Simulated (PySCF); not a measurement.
Os²⁺: excitation energy

Os²⁺ [Xe] 4f14 5d6 (5D) → Os²⁺ [Xe] 4f14 5d5 6s1 (7S), as a difference of total energies. Computed with PySCF 2.14 in x2c-TZVPPall (11s7p7d3f1g, 97 functions), with the spin-free X2C one-electron Hamiltonian (Gaussian nucleus). Correlated levels: valence: [Xe] 4f14 frozen. The calculations carry no spin-orbit coupling.

```
           method  excitation energy (eV)
              UHF                  -0.506
    MP2 (valence)                   0.075
SCS-MP2 (valence)                   0.662
   CCSD (valence)                   0.109
CCSD(T) (valence)                   0.149
```

Problem. How much does correlation contribute at CCSD(T) (valence)?

Solution. 0.149 − (-0.506) = 0.655 eV, measured against UHF.

A first-order spin-orbit estimate (lowest level to lowest level, LS coupling) adds 0.460 eV.

The basis was made for the ground configuration and has no added diffuse functions, so the excitation energy can come out too high.
